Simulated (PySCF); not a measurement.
## Ionisation energy of Pt(76+) by level of theory

Pt(76+) 1s2 → Pt(77+) 1s1 [1s1/2^1, M_J = 1/2], as a difference of total energies. Computed with PySCF 2.14 in an uncontracted even-tempered set (15 s from 270 bohr⁻², ratio 2.4; 11 p from 350 bohr⁻², ratio 2.4; 3 d from 1100 bohr⁻², ratio 2.6; 3 f from 1600 bohr⁻², ratio 2.6), with the two-component X2C-1e Hamiltonian. Correlated levels: nothing frozen; the 24 highest virtual spinors dropped. "Screened" scales the spin-orbit matrix elements by Boettger's factors to mimic the two-electron term; Breit and QED terms are absent.

```csv
method,ionisation energy (eV)
GHF (screened spin-orbit),89189.7
GMP2 (screened spin-orbit),89191.7
```

For this ion Breit and QED terms and the two-electron picture change, all absent here, outweigh the correlation shift from GHF to GMP2.

For comparison: 88955.1 ± 0.3 eV (theoretical estimate listed by NIST; NIST Atomic Spectra Database, ionization energies).
